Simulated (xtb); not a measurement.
C$_{8}$H$_{9}$, doublet, from a rough starting geometry; GFN2-xTB (xtb).

The xtb input:
```
$ xtb mol.xyz --gfn 2 --uhf 1 --opt vtight --json

# file mol.xyz
17

C     -2.98200283     0.08752209     0.05018287
C     -1.60019822     0.02280619    -0.02820260
C     -0.92192944    -1.11994326    -0.51062240
C      0.48262984    -1.13520413    -0.50462850
C      1.24095659    -0.07130076     0.04484215
C      2.67852314    -0.03572741    -0.01726515
C      0.51961344     1.09442060     0.37800806
C     -0.87082756     1.12777095     0.49957787
H     -3.53253055    -0.82458442    -0.31375010
H     -3.56907156     0.86303140     0.39061876
H     -1.46526156    -2.00641039    -0.81159813
H      0.93690527    -1.99767289    -0.85990716
H      3.10445307    -0.98398094    -0.31509526
H      3.08482389     0.27345230     0.92982020
H      3.07674984     0.69782057    -0.78466416
H      1.11942718     1.93201876     0.80643674
H     -1.31967855     2.02769453     0.88917161
```

Problem. What does xtb print? Leave out banner, timings and long lists.

Solution. 
```
   ID    Z sym.   atoms
    1    6 C      1-8
    2    1 H      9-17

           -------------------------------------------------
          |                Calculation Setup                |
           -------------------------------------------------

           -------------------------------------------------
          |                 G F N 2 - x T B                 |
           -------------------------------------------------

          ...................................................
          :                      SETUP                      :
          :.................................................:
          :  # basis functions                  41          :
          :  # atomic orbitals                  41          :
          :  # shells                           25          :
          :  # electrons                        41          :
          :  max. iterations                   250          :
          :  Hamiltonian                  GFN2-xTB          :
          :  restarted?                      false          :
          :  GBSA solvation                  false          :
          :  PC potential                    false          :
          :  electronic temp.          300.0000000     K    :
          :  accuracy                    1.0000000          :
          :  -> integral cutoff          0.2500000E+02      :
          :  -> integral neglect         0.1000000E-07      :
          :  -> SCF convergence          0.1000000E-05 Eh   :
          :  -> wf. convergence          0.1000000E-03 e    :
          :  Broyden damping             0.4000000          :
          :  net charge                          0          :
          :  unpaired electrons                  1          :
          ...................................................

 iter      E             dE          RMSdq      gap      omega  full diag
   1    -22.0071387 -0.220071E+02  0.403E+00    2.53       0.0  T
   2    -22.0251073 -0.179686E-01  0.244E+00    2.48       1.0  T
   3    -22.0080011  0.171062E-01  0.112E+00    2.69       1.0  T
   4    -22.0263086 -0.183075E-01  0.413E-01    2.39       1.0  T
   5    -22.0286961 -0.238747E-02  0.925E-02    2.55       1.0  T
   6    -22.0288143 -0.118230E-03  0.406E-02    2.50       1.0  T
   7    -22.0288179 -0.356915E-05  0.207E-02    2.51       1.2  T
   8    -22.0288200 -0.210808E-05  0.522E-03    2.51       4.6  T
   9    -22.0288203 -0.341061E-06  0.126E-03    2.51      19.2  T
  10    -22.0288203 -0.134603E-07  0.570E-04    2.51      42.6  T
  11    -22.0288203 -0.102301E-08  0.136E-04    2.51     178.8  T

   *** convergence criteria satisfied after 11 iterations ***

         :::::::::::::::::::::::::::::::::::::::::::::::::::::
         ::                     SUMMARY                     ::
         :::::::::::::::::::::::::::::::::::::::::::::::::::::
         :: total energy             -21.630851825204 Eh    ::
         :: gradient norm              0.144634215019 Eh/a0 ::
         :: HOMO-LUMO gap              2.509627619984 eV    ::
         ::.................................................::
         :: SCC energy               -22.028811890631 Eh    ::
         :: -> isotropic ES            0.002667058818 Eh    ::
         :: -> anisotropic ES          0.004243493847 Eh    ::
         :: -> anisotropic XC          0.015775410927 Eh    ::
         :: -> dispersion             -0.012745879202 Eh    ::
         :: repulsion energy           0.397960065428 Eh    ::
         :: add. restraining           0.000000000000 Eh    ::
         :: total charge              -0.000000000000 e     ::
         :::::::::::::::::::::::::::::::::::::::::::::::::::::

      -----------------------------------------------------------
     |                   =====================                   |
     |                        A N C O P T                        |
     |                   =====================                   |
[...]
 * total energy  :   -21.6308518 Eh     change       -0.2745182E-10 Eh
 * total energy  :   -21.6460484 Eh     change       -0.1519653E-01 Eh
 * total energy  :   -21.6483890 Eh     change       -0.2340644E-02 Eh
 * total energy  :   -21.6485529 Eh     change       -0.1638906E-03 Eh
 * total energy  :   -21.6485951 Eh     change       -0.4218273E-04 Eh
 * total energy  :   -21.6486023 Eh     change       -0.7227058E-05 Eh
 * total energy  :   -21.6486039 Eh     change       -0.1563359E-05 Eh
 * total energy  :   -21.6486042 Eh     change       -0.3332640E-06 Eh
 * total energy  :   -21.6486042 Eh     change       -0.4451092E-07 Eh
   *** GEOMETRY OPTIMIZATION CONVERGED AFTER 9 ITERATIONS ***
         :: total energy             -21.648604237062 Eh    ::
[...]
        32                          0.2197787               5.9805
       ...                                ...                  ...
        41                          0.6776426              18.4396
      -------------------------------------------------------------
                  HL-Gap            0.1016263 Eh            2.7654 eV
             Fermi-level           -0.3116717 Eh           -8.4810 eV

     #   Z          covCN         q      C6AA      α(0)
     1   6 C        2.850    -0.100    30.517     9.054
     2   6 C        2.961     0.021    27.525     8.605
     3   6 C        2.921    -0.038    28.939     8.822
     4   6 C        2.916    -0.038    28.935     8.821
     5   6 C        2.966     0.016    27.655     8.626
     6   6 C        3.757    -0.108    22.611     6.780
     7   6 C        2.916    -0.038    28.950     8.823
     8   6 C        2.921    -0.038    28.938     8.822
     9   1 H        0.926     0.035     2.521     2.483
    10   1 H        0.926     0.035     2.521     2.483
    11   1 H        0.926     0.031     2.574     2.509
    12   1 H        0.925     0.027     2.624     2.533
    13   1 H        0.925     0.041     2.433     2.439
    14   1 H        0.925     0.046     2.368     2.406
    15   1 H        0.924     0.048     2.343     2.394
    16   1 H        0.925     0.028     2.613     2.528
    17   1 H        0.926     0.031     2.575     2.510

 Mol. C6AA /au·bohr⁶  :       3194.186431
 Mol. C8AA /au·bohr⁸  :      76659.400304
 Mol. α(0) /au        :         90.637320

Wiberg/Mayer (AO) data.
largest (>0.10) Wiberg bond orders for each atom

 ---------------------------------------------------------------------------
     #   Z sym  total        # sym  WBO       # sym  WBO       # sym  WBO
 ---------------------------------------------------------------------------
     1   6 C    3.730 --     2 C    1.471    10 H    0.981     9 H    0.981
     2   6 C    3.991 --     1 C    1.471     3 C    1.221     8 C    1.216
     3   6 C    3.968 --     4 C    1.529     2 C    1.221    11 H    0.970
     4   6 C    3.992 --     3 C    1.529     5 C    1.354    12 H    0.968
     5   6 C    3.957 --     4 C    1.354     7 C    1.343     6 C    1.033
     6   6 C    3.994 --     5 C    1.033    13 H    0.985    14 H    0.972
                            15 H    0.965
     7   6 C    3.993 --     8 C    1.542     5 C    1.343    16 H    0.969
     8   6 C    3.970 --     7 C    1.542     2 C    1.216    17 H    0.970
     9   1 H    0.998 --     1 C    0.981
    10   1 H    0.998 --     1 C    0.981
    11   1 H    0.999 --     3 C    0.970
    12   1 H    0.999 --     4 C    0.968
    13   1 H    0.998 --     6 C    0.985
    14   1 H    0.994 --     6 C    0.972
    15   1 H    0.992 --     6 C    0.965
    16   1 H    0.999 --     7 C    0.969
    17   1 H    0.999 --     8 C    0.970
 ---------------------------------------------------------------------------

Topologies differ in total number of bonds
Writing topology from bond orders to xtbtopo.mol

molecular dipole:
                 x           y           z       tot (Debye)
 q only:        0.312       0.012      -0.005
   full:        0.332       0.022      -0.006       0.846
molecular quadrupole (traceless):
                xx          xy          yy          xz          yz          zz
 q only:        1.463       0.125      -0.042      -0.040       0.710      -1.421
  q+dip:        3.262       0.255       1.476      -0.071       3.200      -4.738
   full:        1.875       0.224       0.609      -0.050       1.592      -2.483

optimized geometry written to: xtbopt.xyz

           -------------------------------------------------
          | TOTAL ENERGY              -21.648604237062 Eh   |
          | GRADIENT NORM               0.000062553772 Eh/α |
          | HOMO-LUMO GAP               2.765392697570 eV   |
           -------------------------------------------------

normal termination of xtb
```
